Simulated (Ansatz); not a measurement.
AlO4H4, that is [Al(OH)4]- with one electron fewer. Charge 0, multiplicity 2. Geometry r2SCAN-D4/def2-SVPD, that of the charge -1 singlet; atoms count from 1.

```xyz
9

Al   -0.0001    0.0002    0.0000
O    -0.9748    0.3669   -1.4540
H    -1.8752    0.0376   -1.3838
O     1.6843   -0.1534   -0.5814
H     1.7302   -0.4010   -1.5092
O    -0.7643   -1.4400    0.7352
H    -0.6516   -1.4673    1.6895
O     0.0545    1.2270    1.3001
H     0.7969    1.8300    1.2036
```

Estimate the Mulliken populations from the PBE0/def2-TZVPD orbitals of Ansatz.


```
atom  charge (e)  spin (α − β)
 Al1        0.51         -0.06
  O2       -0.42          0.28
  H3        0.30         -0.01
  O4       -0.43          0.27
  H5        0.30         -0.01
  O6       -0.43          0.27
  H7        0.30         -0.01
  O8       -0.42          0.28
  H9        0.30         -0.01
```
Mulliken values and Mayer orders depend strongly on the basis. With diffuse functions, as here, like atoms can get unlike values, and bond orders can come out too low or too high.

Where does the spin sit?

Summed by element: Al -0.06, O 1.11, H -0.05, of 1 unpaired in all. Largest on single atoms: O8 0.28, O2 0.28, O4 0.27.

And the Mayer bond orders between bonded heavy atoms (over 0.3)?

Al1–O2 0.87 (1.79 Å); Al1–O4 0.86 (1.79 Å); Al1–O6 0.86 (1.79 Å); Al1–O8 0.87 (1.79 Å).
